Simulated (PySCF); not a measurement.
Al(H)(Et)(OMe) (C3H9AlO), SMILES C[O][AlH][CH2]C.

Geometry optimised at PBE0-D3(BJ)/def2-SVP. The structure was generated by enumeration; whether it is a known compound was not checked. Other conformers were not sampled.

Vertical ionisation energy (IE) and electron affinity (EA) in eV. Rows of orbital energies are one-electron estimates. Where ΔSCF, EOM or ADC give a negative EA the extra electron is unbound and the value depends on the basis.

| level | IE | EA |
|---|---|---|
| −ε(HOMO), −ε(LUMO), CAM-B3LYP/def2-TZVP (PySCF) | 8.86 | -0.34 |
| −ε(HOMO), −ε(LUMO), PBE/def2-TZVP (PySCF) | ___ | ___ |

Problem. What belongs in the gaps? (Estimate from the structure and the level; the computed values follow.)

Solution. 
- −ε(HOMO), −ε(LUMO), PBE/def2-TZVP (PySCF), IE: 6.18
- −ε(HOMO), −ε(LUMO), PBE/def2-TZVP (PySCF), EA: 1.32
